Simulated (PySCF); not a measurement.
sulfur monoxide (OS), triplet, geometry from GFN2-xTB; PySCF with CAMB3LYP/def2-TZVP.

Here is a job for PySCF.
```python
from pyscf import gto, scf, dft

mol = gto.Mole()
mol.atom = '''
    O    -0.00000000   -0.00000000   -0.97801093
    S     0.00000000    0.00000000    0.48900547
'''
mol.basis = 'def2-tzvp'
mol.spin = 2
mol.verbose = 4
mol.build()

mf = dft.UKS(mol)
mf.xc = 'camb3lyp'
mf.kernel()
```

It wrote (shortened):

```
PySCF version 2.14.0

[INPUT] verbose = 4
[INPUT] num. atoms = 2
[INPUT] num. electrons = 24
[INPUT] charge = 0
[INPUT] spin (= nelec alpha-beta = 2S) = 2
[INPUT] symmetry False subgroup None
[INPUT] Mole.unit = angstrom
[INPUT] Symbol           X                Y                Z      unit          X                Y                Z       unit  Magmom
[INPUT]  1 O      0.000000000000   0.000000000000  -0.978010930000 AA    0.000000000000   0.000000000000  -1.848172804531 Bohr   0.0
[INPUT]  2 S      0.000000000000   0.000000000000   0.489005470000 AA    0.000000000000   0.000000000000   0.924086411714 Bohr   0.0

nuclear repulsion = 46.1717285490196
number of shells = 24
number of NR pGTOs = 109
number of NR cGTOs = 68
basis = def2-tzvp
ecp = {}

******** <class 'pyscf.dft.uks.UKS'> ********
method = UKS
initial guess = minao
damping factor = 0
level_shift factor = 0
DIIS = <class 'pyscf.scf.diis.CDIIS'>
diis_start_cycle = 1
diis_space = 8
diis_damp = 0
SCF conv_tol = 1e-09
SCF conv_tol_grad = None
SCF max_cycles = 50
direct_scf = True
direct_scf_tol = 1e-13
number electrons alpha = 13  beta = 11
XC library pyscf.dft.libxc version 7.1.2
    S. Lehtola, C. Steigemann, M. J. T. Oliveira, and M. A. L. Marques,  SoftwareX 7, 1–5 (2018)
XC functionals = camb3lyp
    T. Yanai, D. P. Tew, and N. C. Handy,  Chem. Phys. Lett. 393, 51 (2004)
radial grids:
    Treutler-Ahlrichs [JCP 102, 346 (1995); DOI:10.1063/1.469408] (M4) radial grids

becke partition: Becke, JCP 88, 2547 (1988); DOI:10.1063/1.454033
pruning grids: <function nwchem_prune>
grids dens level: 3
symmetrized grids: False
atomic radii adjust function: <function treutler_atomic_radii_adjust>
small_rho_cutoff = 0
Set gradient conv threshold to 3.16228e-05
tot grids = 32968
init E= -473.548832985624

cycle= 1 E= -473.312392725263  delta_E= 0.236  |g|= 0.467  |ddm|= 1.11
cycle= 2 E= -473.090846706569  delta_E= 0.222  |g|= 0.902  |ddm|= 0.65
cycle= 3 E= -473.399181812006  delta_E= -0.308  |g|= 0.0385  |ddm|= 0.43
cycle= 4 E= -473.399962835871  delta_E= -0.000781  |g|= 0.0184  |ddm|= 0.0371
cycle= 5 E= -473.400153458764  delta_E= -0.000191  |g|= 0.00504  |ddm|= 0.0142
cycle= 6 E= -473.400176949268  delta_E= -2.35e-05  |g|= 0.00193  |ddm|= 0.00647
cycle= 7 E= -473.400180864871  delta_E= -3.92e-06  |g|= 0.000653  |ddm|= 0.00264
cycle= 8 E= -473.400181393654  delta_E= -5.29e-07  |g|= 0.000186  |ddm|= 0.0012
cycle= 9 E= -473.40018141753  delta_E= -2.39e-08  |g|= 2e-05  |ddm|= 0.000257
cycle= 10 E= -473.400181417862  delta_E= -3.32e-10  |g|= 3.84e-06  |ddm|= 2.63e-05
Extra cycle  E= -473.400181417878  delta_E= -1.66e-11  |g|= 2.26e-06  |ddm|= 5.42e-06
converged SCF energy = -473.400181417878  <S^2> = 2.0110484  2S+1 = 3.0073566
```
